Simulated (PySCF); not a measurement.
Static response to an electric field

Species: C3H12N2Si.
Structure used (GFN2-xTB), in Å, numbered top down from 1:
```
atom  x, y, z in Å
C1     2.761   -0.302   -0.152
C2     1.367    0.200   -0.511
C3     0.274   -0.539    0.255
Si4   -1.492   -0.014   -0.233
N5    -1.655    1.645    0.219
N6    -2.800   -0.774    0.603
H7     2.859   -1.359   -0.395
H8     3.523    0.248   -0.700
H9     2.947   -0.178    0.913
H10    1.303    1.267   -0.289
H11    1.206    0.077   -1.585
H12    0.391   -1.611    0.079
H13    0.433   -0.386    1.324
H14   -1.725   -0.353   -1.647
H15   -0.974    2.299   -0.131
H16   -2.575    2.048    0.152
H17   -2.971   -0.488    1.553
H18   -2.881   -1.775    0.533
```

Level: PBE0/def2-SVPD (PySCF), static field, nuclei fixed, core orbitals frozen in the response. The polarisability tensor in these axes (au):

```
x   93.61 -0.66 -1.88
y   -0.66 75.67 -0.49
z   -1.88 -0.49 71.93
```

**Question.** What are the eigenvalues, a third of the trace, and Δα (Δα² = ½Σ(αi − αj)² over the three pairs)?

**Answer.** Principal values 71.69, 75.72 and 93.80 au; mean 80.40 au = 11.91 Å³ = 13.26 × 10⁻⁴⁰ C²·m²/J; Δα = 20.39 au (25 % of the mean).

**Question.** What is the dipole moment, and where does it point?

**Answer.** (0.36, 0.09, 0.32) D, 0.49 D in size, pointing from the negative to the positive side. Measured along this direction, the outermost atoms are H14 at the negative end and H9 at the positive end.

**Question.** Give the principal axes and the span of the nuclei along them.

**Answer.** Largest value along (1.00, -0.03, -0.09), where the nuclei span 6.63 Å; middle along (0.02, 0.99, -0.14), 4.17 Å; least along (0.09, 0.14, 0.99), 3.12 Å. The response follows the extents in order.

**Question.** What are the principal values of the traceless quadrupole moment, Θ = ½Σq(3rr − r²1), about the centre of nuclear charge?

**Answer.** -6.98, -0.36, 7.34 D·Å. The values depend on the origin, since the dipole doesn't vanish. The electronic extent ⟨r²⟩ about the same centre is 1086 bohr², a root-mean-square distance of 2.29 Å for the 58 electrons.

**Question.** Refractivity n − 1 of an ideal gas of it at 298.15 K and 1 atm, from the electronic α?

**Answer.** N = p/kT = 2.4615 × 10¹⁹ cm⁻³, so n − 1 = 2π × N × 11.91 × 10⁻²⁴ cm³ = 1843 × 10⁻⁶ at long wavelengths.

**Question.** How large is μ²/3kT at 298 K beside α?

**Answer.** In Gaussian units μ²/3kT = 1.95 Å³ against 11.91 Å³, a ratio of 0.16; the Debye molar polarisation (4π/3)N_A(α + μ²/3kT) is 35.0 cm³/mol, leaving out the vibrational part.

**Question.** Find the Langevin capture rate constant for O2+ (31.990 u) meeting this molecule (104.077 u), k = 2.342 × 10⁻⁹ cm³/s × √(α in Å³ / reduced mass in u).

**Answer.** The reduced mass is 24.47 u, so k = 1.63 × 10⁻⁹ cm³/s. The formula leaves out the permanent dipole, which adds to the capture rate.

One conformer (not necessarily the lowest) at the GFN2-xTB geometry, without solvent, vibrations or thermal averaging.
